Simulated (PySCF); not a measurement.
pyrazole (C3H4N2), SMILES n1ccc[nH]1.

Geometry optimised at B3LYP-D3(BJ)/def2-SVP.

All values below come from PBE0/def2-TZVP in PySCF.

Symmetry labels are those of the subgroup Cs that the program uses (full group Cs).

Computed valence orbital energies around the gap with their symmetry:
| orbital | symmetry | energy (eV) |
|---|---|---|
| HOMO−7 | A' | -15.30 |
| HOMO−6 | A' | -12.52 |
| HOMO−5 | A" | -12.48 |
| HOMO−4 | A' | -12.03 |
| HOMO−3 | A' | -11.20 |
| HOMO−2 | A' | -8.37 |
| HOMO−1 | A" | -7.47 |
| HOMO | A" | -7.20 |
| LUMO | A" | 0.40 |
| LUMO+1 | A' | 1.14 |
| LUMO+2 | A" | 1.69 |
| LUMO+3 | A' | 2.39 |
